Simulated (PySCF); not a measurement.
5-methylidene-1,3-dioxolan-4-one (C₄H₄O₃), SMILES C1(=O)OCOC1=C. Geometry optimised at TPSSh-D3(BJ)/def2-SVP. One conformer was computed; it need not be the lowest.

Calculation: TPSSh-D3(BJ)/def2-SVP in PySCF.

Harmonic wavenumbers (cm⁻¹): 100, 161, 290, 393, 533, 638, 710, 758, 781, 796, 868, 912, 1024, 1106, 1134, 1141, 1207, 1336, 1398, 1444, 1541, 1739, 1903, 3047, 3109, 3179, 3292. Rotational constants (GHz): 3.892, 3.565, 1.884; symmetry number 1.

### Question
Work out the zero-point energy and the ideal-gas rigid-rotor harmonic-oscillator thermochemistry at 298.15 K and 1 atm.

### Answer
ZPE = ½ Σ hcν = ½ × 34539 cm⁻¹ = 49.38 kcal/mol. H − E(el) = 53.67 kcal/mol. Entropy in cal/(mol K): translation 39.72, rotation 26.91, vibration 11.05, total 77.68. G − E(el) = 30.51 kcal/mol. Cp = 22.77 cal/(mol K). Modes under 150 cm⁻¹ make the vibrational entropy uncertain.
